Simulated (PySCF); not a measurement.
Compound: H₈NPSSi₂.
Bonds: N1–Si2, Si2–S3, S3–Si4, Si4–P5. Hydrogens: H6, H7 on N1; H8, H9 on Si2; H10, H11 on Si4; H12, H13 on P5.

Computed by this run: PySCF, PBE0-D3(BJ)/def2-SVP geometry optimisation, gas phase; density fitting, grid level 1; the optimiser is geomeTRIC in internal coordinates, started from a GFN2-xTB structure with every atom displaced at random (about 0.01 Å).

The end geometry, which sets the zero of energy:
```
atom  x, y, z in Å
N1      1.5922    0.4613   -0.8059
Si2     1.6339   -0.4202    0.6750
S3     -0.1296   -0.0976    1.8653
Si4    -1.6207   -0.6853    0.4239
P5     -2.2927    0.9288   -1.0056
H6      1.8486    0.0237   -1.6821
H7      1.6626    1.4713   -0.8421
H8      2.7320   -0.0326    1.6094
H9      1.7666   -1.8508    0.2751
H10    -2.8012   -1.1347    1.2173
H11    -1.1043   -1.8268   -0.3924
H12    -0.9427    1.2233   -1.3651
H13    -2.3365    1.9266    0.0160
```

Question: These geometries come from the run, each turned onto the end geometry. Order them by energy, lowest first.
A.
```
atom  x, y, z in Å
N1      1.5478    0.4095   -0.8199
Si2     1.6413   -0.4417    0.6812
S3     -0.1122   -0.0630    1.8632
Si4    -1.5954   -0.6617    0.4128
P5     -2.3199    0.9411   -1.0013
H6      1.9461    0.0111   -1.6624
H7      1.5836    1.4234   -0.8324
H8      2.7564   -0.0498    1.5962
H9      1.7772   -1.8810    0.3135
H10    -2.7678   -1.1404    1.2017
H11    -1.0589   -1.7871   -0.4115
H12    -0.9889    1.2919   -1.3739
H13    -2.4008    1.9347    0.0214
```
B.
```
atom  x, y, z in Å
N1      1.5526    0.4466   -0.8130
Si2     1.6392   -0.4523    0.6605
S3     -0.0971   -0.0476    1.8540
Si4    -1.6057   -0.6651    0.4342
P5     -2.3020    0.9043   -1.0313
H6      1.9943    0.1048   -1.6587
H7      1.5509    1.4601   -0.7771
H8      2.7680   -0.1184    1.5828
H9      1.7459   -1.8857    0.2617
H10    -2.7786   -1.0933    1.2513
H11    -1.0995   -1.8278   -0.3565
H12    -0.9602    1.2392   -1.3874
H13    -2.3995    1.9221   -0.0318
```
C.
```
atom  x, y, z in Å
N1      1.6184    0.6169   -0.7779
Si2     1.6323   -0.4638    0.5740
S3     -0.0657   -0.0593    1.8198
Si4    -1.6684   -0.6914    0.5167
P5     -2.2685    0.7579   -1.1109
H6      2.2310    0.4368   -1.5671
H7      1.5085    1.6128   -0.6225
H8      2.7885   -0.3398    1.5137
H9      1.5952   -1.8459    0.0118
H10    -2.8373   -0.8889    1.4223
H11    -1.2970   -1.9864   -0.1300
H12    -0.8994    0.9804   -1.4630
H13    -2.3293    1.8576   -0.1979
```
D.
```
atom  x, y, z in Å
N1      1.5708    0.9193   -0.6476
Si2     1.5690   -0.4440    0.4269
S3     -0.0051   -0.1859    1.8547
Si4    -1.7285   -0.7152    0.6497
P5     -2.1629    0.5103   -1.1958
H6      2.2456    0.9549   -1.4058
H7      1.5448    1.8143   -0.1749
H8      2.7904   -0.5957    1.2775
H9      1.4186   -1.6976   -0.3706
H10    -2.8854   -0.5880    1.5853
H11    -1.6277   -2.1417    0.2114
H12    -0.8146    0.3926   -1.6799
H13    -1.9068    1.7636   -0.5423
```
E.
```
atom  x, y, z in Å
N1      1.5474    0.8417   -0.6159
Si2     1.6407   -0.4824    0.4443
S3     -0.0328   -0.2836    1.8044
Si4    -1.7139   -0.7198    0.6235
P5     -2.1074    0.5575   -1.1831
H6      2.2079    0.9841   -1.3519
H7      1.2906    1.7639   -0.2340
H8      2.8024   -0.5422    1.3439
H9      1.4783   -1.6615   -0.3584
H10    -2.8324   -0.5332    1.5916
H11    -1.6507   -2.1114    0.1815
H12    -0.8318    0.4118   -1.6958
H13    -1.7900    1.7621   -0.5615
```

Answer: A (0.002 eV), B (0.006 eV), C (0.021 eV), D (0.067 eV), E (0.237 eV).

In the order of the answer:

```json
{"step": "9", "E above end (eV)": "0.002", "largest force (eV/Å)": "0.09", "rms force component (eV/Å)": "0.020", "rms distance from end (Å)": "0.061", "rms bond change (Å)": "0.002", "bond most changed (Å)": "N1–Si2 +0.004"}
{"step": "8", "E above end (eV)": "0.006", "largest force (eV/Å)": "0.07", "rms force component (eV/Å)": "0.023", "rms distance from end (Å)": "0.077", "rms bond change (Å)": "0.003", "bond most changed (Å)": "Si2–S3 -0.006"}
{"step": "5", "E above end (eV)": "0.021", "largest force (eV/Å)": "0.06", "rms force component (eV/Å)": "0.025", "rms distance from end (Å)": "0.288", "rms bond change (Å)": "0.004", "bond most changed (Å)": "Si2–S3 -0.007"}
{"step": "1", "E above end (eV)": "0.067", "largest force (eV/Å)": "0.24", "rms force component (eV/Å)": "0.094", "rms distance from end (Å)": "0.668", "rms bond change (Å)": "0.007", "bond most changed (Å)": "S3–Si4 +0.013"}
{"step": "0", "E above end (eV)": "0.237", "largest force (eV/Å)": "1.63", "rms force component (eV/Å)": "0.570", "rms distance from end (Å)": "0.668", "rms bond change (Å)": "0.032", "bond most changed (Å)": "Si2–H9 -0.056"}
```

What follows is the cost of the whole optimisation. Time: 2.0 min wall; peak memory 0.54 GiB. Hardware: an Arm Neoverse V2 with one thread (shared host).
